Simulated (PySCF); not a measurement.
C2H6N2Si2, SMILES C1=NC=N[SiH2][SiH2]1.

Geometry optimised at r2SCAN-D4/def2-SVP. This is a generated structure with no PubChem entry under its InChIKey; it may be hypothetical.

Calculation: PySCF with r2SCAN/def2-TZVP.

Gas-phase values at a fixed geometry.

Computed frontier levels, gap, dipole moment and polarisability:
The highest occupied level comes out as -5.70 eV and the lowest empty level comes out as -3.22 eV. The orbital gap is 2.48 eV. The dipole moment is 0.371 e·Å. The quadrupole, principal values (traceless, Buckingham form, about the centre of nuclear charge) is -1.91, -0.93, 2.83 D·Å and the mean static polarisability is 91.2 bohr³ (13.51 Å³). The polarisability, principal values is 70.5, 100.4, 102.6 bohr³.
